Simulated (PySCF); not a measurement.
## Rh⁺: ionisation energy

Rh⁺ [Kr] 4d8 (3F) → Rh²⁺ [Kr] 4d7 (4F), as a difference of total energies. Calculation: PySCF 2.14, in x2c-TZVPall (8s6p6d1f, 63 functions); the spin-free X2C one-electron Hamiltonian (Gaussian nucleus). Correlated levels: valence: [Kr] frozen. The calculations carry no spin-orbit coupling.

| method | ionisation energy (eV) | difference from reference (eV) |
| --- | --- | --- |
| UHF | 16.162 | -1.918 |
| M06-L | 18.029 | -0.051 |
| BP86 | 18.617 | +0.537 |
| MP2 (valence) | 17.434 | -0.646 |
| SCS-MP2 (valence) | 17.444 | -0.636 |

Reference: 18.08 eV (semi-empirical (NIST evaluation); NIST Atomic Spectra Database, ionization energies).

The reference lies between the lowest fine-structure levels, while these numbers refer to the centres of the terms.

Errors of the correlated levels include the incompleteness of this basis and the frozen core.
